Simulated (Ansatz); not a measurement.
Input (CCSDT(Q)/cc-pVDZ; Ansatz, an electronic-structure program):

Ansatz 0.2 input:
```yaml
crystal:
  periodic: [false, false, false]
  atoms:
    - {symbol: N, position_ang: [-1.11030711, 0.16665959, -0.15104767]}
    - {symbol: C, position_ang: [0.45712151, 0.32590879, -0.04544197]}
    - {symbol: O, position_ang: [1.08125206, -0.60514346, 0.26790685]}
    - {symbol: H, position_ang: [-1.35273715, -0.80107113, 0.08990419]}
    - {symbol: H, position_ang: [-1.59255276, 0.80418571, 0.49305279]}
    - {symbol: H, position_ang: [0.76560723, 1.34681413, -0.29461894]}
    - {symbol: H, position_ang: [-1.44091304, 0.36914904, -1.10160728]}
basis:
  gaussian:
    orbitals: cc-pVDZ
total_charge: 1
magnetization: {spin_polarized: false}
correlation: {method: ccsdt_q, electrons: outside_noble_gas}
```

Output:

```
Functional definition: HF
integrals: 0.04 GiB planned
1178 factors; integrals over basis functions are off by at most 1.8e-7 eV
mean field: 0.16 GiB planned
mean field evaluation 1: about -4600.2587 eV, gradient 5.2e1 eV
mean field evaluation 2: about -4600.2612 eV, gradient 5.2e1 eV
mean field evaluation 4: about -4605.6062 eV, gradient 4.9e0 eV
mean field evaluation 8: about -4605.6960 eV, gradient 3.2e-1 eV
mean field evaluation 16: about -4605.6019 eV, gradient 4.9e0 eV
mean field -4605.69677350 eV, -169.2562345725 hartree, gradient 1.9e-6 eV, S^2 0.000000; 0 other end points of the search recorded, 0 dependent functions left out
3 core orbitals not correlated
reference -4605.69677350 eV, -169.2562345725 hartree; 9, 9 occupied and 50, 50 virtual orbitals, 1178 factors
second order -13.24845620 eV of doubles, -0.00000000 eV of singles
coupled cluster: 1.13 GiB planned
cycle   1  -13.37486241 eV  change   -1.3e-1 eV  update   1.1e-1
cycle   2  -13.95132554 eV  change   -5.8e-1 eV  update   5.5e-2
cycle   3  -14.33604162 eV  change   -3.8e-1 eV  update   2.3e-2
cycle   4  -14.30688497 eV  change    2.9e-2 eV  update   7.0e-3
cycle   5  -14.29455068 eV  change    1.2e-2 eV  update   3.5e-3
cycle   6  -14.29804718 eV  change   -3.5e-3 eV  update   1.3e-3
cycle   7  -14.29997418 eV  change   -1.9e-3 eV  update   5.0e-4
cycle   8  -14.29996269 eV  change    1.1e-5 eV  update   2.3e-4
cycle   9  -14.29961640 eV  change    3.5e-4 eV  update   9.5e-5
cycle  10  -14.29971446 eV  change   -9.8e-5 eV  update   4.6e-5
cycle  11  -14.29959120 eV  change    1.2e-4 eV  update   1.9e-5
cycle  12  -14.29958311 eV  change    8.1e-6 eV  update   6.2e-6
cycle  13  -14.29958622 eV  change   -3.1e-6 eV  update   2.6e-6
cycle  14  -14.29958597 eV  change    2.5e-7 eV  update   1.0e-6
perturbative correction -0.04047977 eV, -0.0014876042 hartree
Total energy: -4620.03683924 eV, -169.7832222687 hartree
```
